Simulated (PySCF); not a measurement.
An unknown shows these calculated signals:

1H NMR (400 MHz, computed): δ 3.99 (t, 2H), 3.89 (s, 3H), 1.76 (m, 2H), 0.99 (t, 3H).

13C{1H} NMR (computed): δ 163.7 (C), 73.5 (CH2), 56.3 (CH3), 25.7 (CH2), 11.2 (CH3).

PySCF calculation with PBE0/pcSseg-1 with gauge-including orbitals and GFN2-xTB geometry; one averaged value for each set of equivalent atoms, a single conformation, non-relativistic, no solvent model.

Chemical shifts δ = σref − σ; 1H (31.72 ppm), 13C (186.93 ppm) against TMS, all at this level.

Which of these does the molecule contain: a vinyl group CH=CH2, an N-methyl group, a CH3CH2 unit, a methoxy group, a three-membered ring?

Answers


- A vinyl group CH=CH2: no.
- An N-methyl group: no.
- A CH3CH2 unit: yes (δC 11.2, 25.7; δH 0.99 (t), 1.76 (m)).
- A methoxy group: yes (δC 56.3; δH 3.89 (s)).
- A three-membered ring: no.

The data belong to SMILES CCCOC(=O)OC, C5H10O3; they needn't prove each group on their own.

Carbon signals by region: 1 in the far downfield region (above 160 ppm), 2 at 50–100 ppm, 2 below 50 ppm. Above 160 ppm: 163.7, carbonate carbon.

Shifts are as computed. Against solution values, carbons near 30 ppm lie about +3 ppm off and those near 130 ppm about +5 ppm. Of 1211 compounds with measured shifts, 218 miss one by over three times the rms of a fit or turn the order of signals round; such compounds aren't used in these exercises. No couplings were computed; multiplicities are counted from neighbouring protons, with m where these are inequivalent, close in shift, in a saturated or five-membered ring or joined by F or P, and br s for small geminal =CH2 splittings.
